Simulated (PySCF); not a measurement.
PySCF input file for C4H6OSi, SMILES O=C1CC=C[SiH2]1, SMD-ωB97X/def2-SVP. Coordinates come from a r2SCAN-D4/def2-SVP optimisation. The structure was generated by enumeration, and PubChem lists no compound with its InChIKey, so it may never have been made. The values are those of a single conformer.

```python
import numpy as np
from pyscf import gto, scf, dft
from pyscf.solvent import smd

mol = gto.M(
    atom='''
    O     0.14382467   -2.23188720   -0.00000000
    C    -0.03263264   -1.03575035    0.00000000
    C    -1.42954677   -0.39253267   -0.00000000
    C    -1.30134038    1.10443315    0.00000000
    C    -0.08399100    1.69379337   -0.00000000
    Si    1.27577635    0.41900512   -0.00000000
    H    -1.99292207   -0.76394288   -0.87781868
    H    -1.99292208   -0.76394288    0.87781867
    H    -2.22592164    1.69861381   -0.00000000
    H    -0.00579256    2.78591793    0.00000001
    H     2.14557841    0.40635949   -1.21424583
    H     2.14557841    0.40635949    1.21424584
    ''',
    basis='def2-SVP',
    charge=0,
    spin=0,
    max_memory=1600,
    verbose=3,
)
mf = dft.RKS(mol, xc='wb97x').density_fit(auxbasis='def2-universal-jkfit')
mf.grids.level = 3
mf.conv_tol = 1e-9
mf.max_cycle = 100
mf.kernel()
res = {}
for name in ['water', '2-propanol', 'cyclohexanone']:
    s = mf.SMD()
    s.with_solvent.solvent, s.with_solvent.sasa_ng = name, 194
    s.kernel(mf.make_rdm1())
    res[name] = (s.e_tot, s.with_solvent.get_cds(), s.dip_moment(), s.mo_energy, s.converged)
    print(f'SMD {name}: dG(solv) = {(s.e_tot - mf.e_tot) * 627.509474:.3f} kcal/mol, of which CDS {res[name][1] * 627.509474:.3f}')
```

Output:

```
converged SCF energy = -520.387258437467
converged SCF energy = -520.390054930875
Dipole moment(X, Y, Z, Debye): -1.75376,  3.32224, -0.00000
SMD water: dG(solv) = -1.755 kcal/mol, of which CDS 4.445
converged SCF energy = -520.394431620466
Dipole moment(X, Y, Z, Debye): -1.70107,  3.15180, -0.00000
SMD 2-propanol: dG(solv) = -4.501 kcal/mol, of which CDS 0.734
converged SCF energy = -520.394625449912
Dipole moment(X, Y, Z, Debye): -1.65964,  2.87832, -0.00000
SMD cyclohexanone: dG(solv) = -4.623 kcal/mol, of which CDS -1.001
```

The calculation finished and met its thresholds.
